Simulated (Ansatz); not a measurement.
## An elementary step

Start structure (Si₂H₅Cl₃, closed shell), relaxed at PBE0-D4/def2-TZVP:

```
10
angstrom
Si -1.2026 -1.6443 0.4138
Cl 1.6053 0.4745 1.1561
Cl -0.5179 -1.3460 -1.4911
Cl -2.8719 -2.8213 0.3519
H -1.5805 -0.3389 0.9848
H -0.1657 -2.3515 1.1855
Si 1.2428 1.7832 -0.3941
H 1.8868 3.0718 -0.0517
H 1.8253 1.2201 -1.6312
H -0.2215 1.9523 -0.5241
```

The step: SiH₂Cl₂ ([Cl][SiH2][Cl]) + SiH₃Cl ([SiH3][Cl]) → Si₂H₄Cl₂ ([SiH3][SiH]([Cl])[Cl]) + HCl; bonds formed: Si1–Si7, Cl2–H6; bonds broken: Si1–H6, Cl2–Si7. Program: Ansatz 0.2.0. Basis: def2-TZVPP and def2-QZVPP. Cores are frozen in the correlated methods. Extrapolation: Hartree–Fock as exp(−7.88 √X), correlation as X^−2.97. Energies below are by CCSD(T) at an estimated basis limit (MP2 extrapolated from triple and quadruple zeta, plus CCSD(T) − MP2 in triple zeta).

(1) What are the electronic barrier and the energy of the step, from the start structure to the end structure? (An estimate is asked for; the value comes from the calculation.)

The T1 diagnostic stays at or below 0.012.

## Answers

(1) By the calculation: Barrier 65.35 kcal/mol; step energy 22.40 kcal/mol (uphill); reverse barrier, their difference, 42.95 kcal/mol. Barrier and step energy count from the start structure, the reverse barrier from the end structure.

The saddle point: One imaginary mode of 962i cm⁻¹.
```tsv
pair	start (Å)	saddle (Å)	end (Å)
Si1–Si7	4.29	2.55	2.34
Cl2–H6	3.34	1.69	1.29
Si1–H6	1.47	1.80	3.58
Cl2–Si7	2.06	2.55	3.94
```

Zero-point energy (harmonic, PBE0-D4): ZPE is 29.78 kcal/mol at the start and 27.99 kcal/mol at the saddle, so the barrier goes from 65.35 to 63.56 kcal/mol.

Labels in which every atom is bracketed show which atoms are joined, not bond orders.

For scale, one of the runs: CCSD(T)/def2-TZVPP, 280 basis functions, launched by `ansatz run in.yaml --threads 8 --pin off --events-out ev --progress --plain --max-ram 19148MiB`. The run took 2.1 min on 8 CPU threads of an Arm Neoverse V1 (shared host), with 6.9 GiB of host memory at its peak.
